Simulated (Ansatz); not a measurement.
Reactions of `[O-][n+]1ccccc1`.

Calculated with Ansatz (gas phase, PBE0-D4/def2-TZVP geometries, no zero-point term in ΔE). CCSD(T)/CBS is the MP2 limit (def2-TZVPP, def2-QZVPP) plus CCSD(T) − MP2 in def2-TZVPP, frozen cores. This one scheme is used for every species, atoms too. DFT in def2-TZVPP. Open shells (•) are unrestricted, without spin–orbit coupling. Spin–orbit coupling would lower the free atoms: a little for C, O. One conformer a species, not always the lowest.

| reaction | PBE-D4 (kJ/mol) | ωB97X-V (kJ/mol) | HF/CBS(def2) (kJ/mol) | CCSD(T)/CBS(def2) (kJ/mol) |
| --- | --- | --- | --- | --- |
| `[O-][n+]1ccccc1` → `Oc1ccncc1` | -140 | -174 | -221 | -173 |
| `[O-][n+]1ccccc1` → `Oc1ccccn1` | -171 | -206 | -252 | -204 |
| `[O-][n+]1ccccc1` → `O=Cc1ccc[nH]1` | -137 | -164 | -195 | -159 |
| `[O-][n+]1ccccc1` → 5 C• + 5 H• + N• + O• | 5745 | 5460 | 3734 | 5432 |

Largest T1 diagnostic: 0.018, for `[O-][n+]1ccccc1`.
